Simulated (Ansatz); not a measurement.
BeBr2⁺. The state is a doublet with charge 1. Geometry PBE0-D4/def2-TZVP; atoms count from 1.

```xyz
3

Be   -0.0002   -0.0001    0.0001
Br    1.2705   -1.4736    0.3731
Br   -1.2704    1.4737   -0.3732
```

(1) Estimate the Mulliken populations from the PBE0/def2-TZVP orbitals of Ansatz.

(2) Where does the spin sit?

(3) And the Mayer bond orders between bonded heavy atoms (over 0.3)?

Answers

(1) 
```
atom  charge (e)  spin (α − β)
 Be1        0.37         -0.07
 Br2        0.32          0.53
 Br3        0.32          0.53
```
Mulliken values and Mayer orders depend strongly on the basis.

(2) Summed by element: Be -0.07, Br 1.07, of 1 unpaired in all. Largest on single atoms: Br2 0.53, Br3 0.53, Be1 -0.07.

(3) Be1–Br2 1.25 (1.98 Å); Be1–Br3 1.25 (1.98 Å). Values over 0.3 also appear between atoms too far apart for a bond (Br2–Br3 0.41 at 3.96 Å); they arise where an orbital or an unpaired electron spreads over both atoms.
